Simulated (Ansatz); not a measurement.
A nudged elastic band was laid between two geometries of CH6AlFSi + H2 (12 atoms, charge 0, multiplicity 1).

The calculation used Ansatz, RKS PBE/def2-SVP.

* movable images: 7
* climbing image: yes
* spring: 5.0 eV/Å²
* optimiser: quadratic models (default)
* start path: through a guess of the saddle point
* force threshold: 0.05 eV/Å
* iteration limit: 60
* end points: relaxed

Image 0:

```xyz
12
Properties=species:S:1:pos:R:3
Al -0.606 -0.315 0.196
Si 1.550 -0.434 1.370
C -0.892 -0.315 -1.744
F -1.973 -0.516 1.176
H -0.564 2.005 0.637
H -0.794 2.009 -0.103
H 2.657 0.226 0.581
H 1.511 0.234 2.723
H 1.970 -1.867 1.596
H -0.885 -1.366 -2.107
H -1.876 0.116 -2.022
H -0.098 0.222 -2.302
```

Image 8:

```xyz
12
Properties=species:S:1:pos:R:3
Al -1.146 0.530 -0.033
Si 1.619 -0.144 1.409
C -1.063 -0.254 -1.824
F -1.315 -0.532 1.291
H 0.901 0.617 0.294
H -1.402 2.070 0.308
H 3.065 0.228 1.238
H 1.100 0.333 2.726
H 1.421 -1.608 1.184
H -0.605 -1.265 -1.817
H -2.086 -0.360 -2.246
H -0.490 0.384 -2.530
```

(1) What changes between the two ends?

(2) Give the energies along the band, and the barrier.

(3) What is the geometry of the highest image?

(4) What are the harmonic wavenumbers there?

Results:

(1) Bonds broken: Al1–Si2, H5–H6. Bonds formed: Al1–H6, Si2–H5. CH6AlFSi + H2 becomes CH4AlF + H4Si.

(2) The forces met the threshold. The highest image is number 4 of 0 to 8, 0.98 eV above the first end and 1.17 eV above the last; the last end lies 0.19 eV below the first. A vibrational analysis at the climbing image gives one clearly imaginary mode, 1000i cm⁻¹: a first-order saddle point. The orbitals stay closed-shell, which can raise the energy where a bond breaks towards radicals; this wasn't checked here.

```tsv
image	path coordinate (Å)	energy (eV)	Al1–Si2 (Å)	H5–H6 (Å)	Al1–H6 (Å)
0	0.00	0.00	2.46	0.77	2.35
1	0.51	0.01	2.46	0.78	2.36
2	1.01	0.10	2.45	0.78	2.25
3	1.52	0.43	2.47	0.83	2.01
4	2.02	0.98	2.64	1.14	1.74
5	2.82	0.03	3.07	1.99	1.60
6	3.61	-0.15	3.26	2.53	1.60
7	4.41	-0.18	3.20	2.66	1.60
8	5.20	-0.19	3.19	2.72	1.60
```

(3) 
```xyz
12
Properties=species:S:1:pos:R:3:forces:R:3
Al -0.980 0.151 0.121 -0.01 0.00 0.00
Si 1.389 -0.106 1.253 0.00 -0.01 0.00
C -0.797 -0.352 -1.753 0.01 -0.01 -0.01
F -2.129 -0.460 1.197 0.00 0.00 0.00
H 0.082 1.257 0.835 0.00 0.00 0.00
H -0.790 1.851 0.414 0.00 0.00 0.00
H 2.534 0.230 0.334 0.00 0.00 0.00
H 1.692 0.419 2.631 0.00 0.00 0.00
H 1.295 -1.613 1.358 0.00 0.00 0.00
H -0.613 -1.442 -1.840 0.00 0.01 0.00
H -1.726 -0.117 -2.311 0.00 0.00 0.00
H 0.044 0.182 -2.240 0.00 0.00 0.00
```

(4) 1000i, 74, 89, 113, 148, 197, 328, 370, 420, 476, 607, 675, 692, 787, 843, 878, 897, 913, 1069, 1162, 1374, 1379, 1560, 1770, 2117, 2157, 2169, 2978, 3079, 3084 cm⁻¹.

Run time: 3.2 min on 2 threads of AMD EPYC 7R43 64-Core Processor (Zen 3), with other jobs on the host, peak memory 0.15 GiB.
